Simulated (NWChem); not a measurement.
System: BeH2SeO; SMILES [OH][Be][SeH]

NWChem input:

```
start job
memory heap 200 mb stack 900 mb global 1100 mb
geometry units angstroms noautoz
  Be    -0.027732    -1.227033    -0.044760
  O     -0.063652    -2.629946    -0.128004
  H     -0.096996    -3.429305     0.389971
  Se     0.065318     0.802402     0.047175
  H     -1.404508     0.888870     0.005241
end
basis spherical
  Be library def2-tzvp
  O library def2-tzvp
  H library def2-tzvp
  Se library def2-tzvp
end
dft
  xc xpbe96 cpbe96
  iterations 150
  mulliken
end
task dft energy
```

Excerpt of the output:

```
             Northwest Computational Chemistry Package (NWChem) 7.3.0
             --------------------------------------------------------

 C1  symmetry detected

                             Geometry "geometry" -> ""
                             -------------------------

 Output coordinates in angstroms (scale by  1.889725989 to convert to a.u.)

  No.       Tag          Charge          X              Y              Z
 ---- ---------------- ---------- -------------- -------------- --------------
    1 Be                   4.0000     0.00892669    -1.20371713    -0.01400001
    2 O                    8.0000     0.01783345    -2.60925099    -0.04192702
    3 H                    1.0000     0.02829606    -3.38813975     0.50726107
    4 Se                  34.0000     0.03616649     0.82971913    -0.00342825
    5 H                    1.0000    -1.43633098     0.86656582     0.00071565

 Effective nuclear repulsion energy (a.u.)     113.1977641373

  pbe96 is a nonlocal functional; adding pw91lda local functional.

                                 NWChem DFT Module
                                 -----------------

 Summary of "ao basis" -> "ao basis" (spherical)
 ------------------------------------------------------------------------------
       Tag                 Description            Shells   Functions and Types
 ---------------- ------------------------------  ------  ---------------------
 Be                        def2-tzvp                 9       19   5s3p1d
 O                         def2-tzvp                11       31   5s3p2d1f
 H                         def2-tzvp                 4        6   3s1p
 Se                        def2-tzvp                16       48   6s5p4d1f

            General Information
            -------------------
          SCF calculation type: DFT
          Wavefunction type:  closed shell.
          No. of atoms     :     5
          No. of electrons :    48
           Alpha electrons :    24
            Beta electrons :    24
          Charge           :     0
          Spin multiplicity:     1
          Use of symmetry is: off; symmetry adaption is: off
          Maximum number of iterations: 150
          AO basis - number of functions:   110
                     number of shells:    44
          Convergence on energy requested:  1.00D-06
          Convergence on density requested:  1.00D-05
          Convergence on gradient requested:  5.00D-04

              XC Information
              --------------
          PerdewBurkeErnzerhof Exchange Functional  1.000
            Perdew 1991 LDA Correlation Functional  1.000 local
           PerdewBurkeErnz. Correlation Functional  1.000 non-local

             Grid Information
             ----------------
          Grid used for XC integration:  medium
          Radial quadrature: Mura-Knowles
          Angular quadrature: Lebedev.
          Tag              B.-S. Rad. Rad. Pts. Rad. Cut. Ang. Pts.
          ---              ---------- --------- --------- ---------
          Be                  1.05       49           9.0       434
          O                   0.60       49          11.0       434
          H                   0.35       45          12.0       434
          Se                  1.15      112          12.0       590
          Grid pruning is: on
          Number of quadrature shells:   300
          Spatial weights used:  Erf1

      Superposition of Atomic Density Guess
      -------------------------------------

 Sum of atomic energies:       -2490.16303209

      Non-variational initial energy
      ------------------------------

 Total energy =   -2490.870450
 1-e energy   =   -3691.121876
 2-e energy   =    1087.053662
 HOMO         =      -0.311346
 LUMO         =      -0.024142

     ---------------------------------------------
      Total Density - Mulliken Population Analysis
     ---------------------------------------------

    Atom       Charge   Shell Charges
 -----------   ------   -------------------------------------------------------
    1 Be   4     3.43   1.02  0.96  0.43  0.27  0.02  0.57  0.01  0.04  0.11
    2 O    8     8.85   0.79  1.18  0.58  0.97  0.17  2.10  2.28  0.77  0.00  0.00  0.00
    3 H    1     0.56   0.19  0.26  0.06  0.05
    4 Se  34    34.40   2.00  2.00  1.16  0.78  0.98  0.89  6.00  5.93  1.00  2.42  1.19  8.96  1.04  0.00  0.03  0.00
    5 H    1     0.77   0.18  0.41  0.16  0.02

   convergence    iter        energy       DeltaE   RMS-Dens  Diis-err
 ---------------- ----- ----------------- --------- --------- ---------
 d= 0,ls=0.0,diis     1  -2492.2836021870 -2.61D+03  1.18D-02  1.30D+00
 d= 0,ls=0.0,diis     2  -2491.8818132422  4.02D-01  8.81D-03  4.89D+00
 d= 0,ls=0.0,diis     3  -2492.3651826944 -4.83D-01  1.85D-03  2.37D-01
 d= 0,ls=0.0,diis     4  -2492.3841871763 -1.90D-02  9.53D-04  2.33D-02
 d= 0,ls=0.0,diis     5  -2492.3860139406 -1.83D-03  4.05D-04  3.10D-03
  Resetting Diis
 d= 0,ls=0.0,diis     6  -2492.3864732283 -4.59D-04  8.51D-05  1.01D-04
 d= 0,ls=0.0,diis     7  -2492.3864883496 -1.51D-05  5.49D-05  1.41D-05
 d= 0,ls=0.0,diis     8  -2492.3864846659  3.68D-06  3.18D-05  4.26D-05
 d= 0,ls=0.0,diis     9  -2492.3864904910 -5.83D-06  4.29D-06  9.91D-07
 d= 0,ls=0.0,diis    10  -2492.3864905946 -1.04D-07  6.72D-07  2.79D-08

         Total DFT energy =    -2492.386490594648
      One electron energy =    -3693.812213707133
           Coulomb energy =     1187.150903668729
    Exchange-Corr. energy =      -98.922944693537
 Nuclear repulsion energy =      113.197764137293

 Numeric. integr. density =       48.000013871547

                       DFT Final Molecular Orbital Analysis
                       ------------------------------------

 Vector   22  Occ=2.000000D+00  E=-2.899855D-01
              MO Center= -3.3D-02, -2.3D+00, -2.6D-02, r^2= 1.4D+00
   Bfn.  Coefficient  Atom+Function         Bfn.  Coefficient  Atom+Function
  ----- ------------  ---------------      ----- ------------  ---------------
    25      0.433114  2 O  px                28      0.363890  2 O  px
    31      0.270241  2 O  px                 6     -0.152912  1 Be px
    73      0.092148  4 Se py                 7      0.071341  1 Be py
    67     -0.067555  4 Se py                70      0.059254  4 Se py
    76      0.050461  4 Se py                12      0.049862  1 Be px

 Vector   23  Occ=2.000000D+00  E=-2.782557D-01
              MO Center=  4.5D-02,  5.0D-01, -1.9D-02, r^2= 2.5D+00
   Bfn.  Coefficient  Atom+Function         Bfn.  Coefficient  Atom+Function
  ----- ------------  ---------------      ----- ------------  ---------------
    73      0.371339  4 Se py                67     -0.274014  4 Se py
     7      0.250215  1 Be py                70      0.242394  4 Se py
    62      0.236356  4 Se s                 76      0.224036  4 Se py
    61      0.170818  4 Se s                  3     -0.144611  1 Be s
    72      0.105175  4 Se px                25     -0.102111  2 O  px

 Vector   24  Occ=2.000000D+00  E=-2.176426D-01
              MO Center= -2.1D-03,  6.1D-01, -1.0D-02, r^2= 2.2D+00
   Bfn.  Coefficient  Atom+Function         Bfn.  Coefficient  Atom+Function
  ----- ------------  ---------------      ----- ------------  ---------------
    74      0.466972  4 Se pz                77      0.336893  4 Se pz
    68     -0.315023  4 Se pz                71      0.280936  4 Se pz
     8     -0.109357  1 Be pz                65      0.096115  4 Se pz
    27     -0.073491  2 O  pz                30     -0.057288  2 O  pz
    16      0.047522  1 Be d -1              24      0.043318  2 O  s

 Vector   25  Occ=0.000000D+00  E=-4.274743D-02
              MO Center=  4.7D-02, -7.9D-01,  7.8D-02, r^2= 7.9D+00
   Bfn.  Coefficient  Atom+Function         Bfn.  Coefficient  Atom+Function
  ----- ------------  ---------------      ----- ------------  ---------------
     5      1.055830  1 Be s                  4     -0.623105  1 Be s
   107      0.522896  5 H  s                 62     -0.357134  4 Se s
    75      0.284182  4 Se px                61     -0.243208  4 Se s
    53      0.223661  3 H  s                 72      0.168121  4 Se px
    19      0.149509  1 Be d  2              23     -0.144563  2 O  s

 Vector   26  Occ=0.000000D+00  E=-2.543973D-02
              MO Center= -5.2D-01, -7.6D-01,  4.9D-02, r^2= 5.1D+00
   Bfn.  Coefficient  Atom+Function         Bfn.  Coefficient  Atom+Function
  ----- ------------  ---------------      ----- ------------  ---------------
   107      0.717635  5 H  s                  5     -0.514890  1 Be s
    12      0.369082  1 Be px                75      0.361981  4 Se px
     6     -0.352587  1 Be px                53     -0.328130  3 H  s
    62     -0.243009  4 Se s                 76     -0.221702  4 Se py
    24      0.214464  2 O  s                106      0.212816  5 H  s

 Vector   27  Occ=0.000000D+00  E= 1.470884D-03
              MO Center= -1.7D-02, -9.5D-01,  6.2D-02, r^2= 4.2D+00
   Bfn.  Coefficient  Atom+Function         Bfn.  Coefficient  Atom+Function
  ----- ------------  ---------------      ----- ------------  ---------------
    14      0.695889  1 Be pz                 8     -0.508467  1 Be pz
    77     -0.341095  4 Se pz                53     -0.334368  3 H  s
    24      0.229701  2 O  s                 74     -0.168712  4 Se pz
     5      0.148393  1 Be s                 33     -0.141641  2 O  pz
    27     -0.131817  2 O  pz               107      0.124803  5 H  s

     ---------------------------------------------
      Total Density - Mulliken Population Analysis
     ---------------------------------------------

    Atom       Charge   Shell Charges
 -----------   ------   -------------------------------------------------------
    1 Be   4     3.81   1.02  0.95  0.40  0.21 -0.00  0.97  0.01  0.11  0.14
    2 O    8     8.37   0.79  1.18  0.56  0.94  0.17  1.94  1.93  0.85  0.00  0.01  0.00
    3 H    1     0.70   0.26  0.34  0.05  0.06
    4 Se  34    34.23   2.00  2.00  1.16  0.78  1.05  0.84  6.00  5.92  1.09  2.19  1.14  8.91  1.03  0.07  0.03  0.01
    5 H    1     0.88   0.23  0.48  0.15  0.02

     -------------------------------------------
      Total Density - Lowdin Population Analysis
     -------------------------------------------

    Atom       Charge   Shell Charges
 -----------   ------   -------------------------------------------------------
    1 Be   4     4.27   1.02  0.92  0.29  0.21  0.08  0.80  0.02  0.39  0.54
    2 O    8     8.15   0.87  1.09  0.53  0.59  0.29  1.79  1.95  1.03  0.00  0.02  0.00
    3 H    1     0.82   0.25  0.31  0.10  0.16
    4 Se  34    33.84   2.00  2.00  1.14  0.83  0.77  0.69  5.98  5.64  1.37  2.01  1.32  8.51  1.25  0.25  0.08  0.01
    5 H    1     0.92   0.23  0.41  0.22  0.06

     Multipole analysis of the density
     ---------------------------------

     L   x y z        total         alpha         beta         nuclear
     -   - - -        -----         -----         ----         -------
     0   0 0 0      0.000000    -24.000000    -24.000000     48.000000

     1   1 0 0     -0.184166     -0.092083     -0.092083      0.000000
     1   0 1 0     -0.622520     -0.311260     -0.311260      0.000000
     1   0 0 1      0.354832      0.177416      0.177416     -0.000000

     2   2 0 0    -20.750778    -14.144974    -14.144974      7.539170
     2   1 1 0     -0.672742      0.976906      0.976906     -2.626553
     2   1 0 1      0.014741      0.002677      0.002677      0.009386
     2   0 2 0    -19.451213   -180.955361   -180.955361    342.459508
     2   0 1 1     -2.669255      0.222661      0.222661     -3.114577
     2   0 0 2    -23.331952    -12.152642    -12.152642      0.973333
```

Level: PBE/def2-TZVP. Structure relaxed at the PBE0/def2-SVP level.
